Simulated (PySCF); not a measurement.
These are PBE-D3(BJ)/def2-TZVP // B3LYP-D3(BJ)/def2-TZVP (PySCF) values and carry that method's errors. Gas-phase values, no solvent. Excitations are Tamm–Dancoff values on a coarser integration grid. The basis has no diffuse functions, so Rydberg states are missing or too high.

Reference species (SMILES): `NB(N)N` (neutral, multiplicity 1).

```
Item                    Value
-------------------  --------
S1 excitation (TDA)   5.24 eV
HOMO                 -5.08 eV
HOMO–LUMO gap         5.17 eV
```

Changed species: `CB(C)C` (0 of 3 CH3 replaced by NH2; the reference has 3 of 3 CH3 replaced by NH2).

**Question.** Give the shifts of the S1 excitation (TDA), HOMO and HOMO–LUMO gap.

**Answer.** the S1 excitation (TDA) increases by 0.86 eV, to 6.10 eV; the HOMO decreases by 2.03 eV, to -7.11 eV; the HOMO–LUMO gap rises by 0.77 eV, to 5.94 eV.
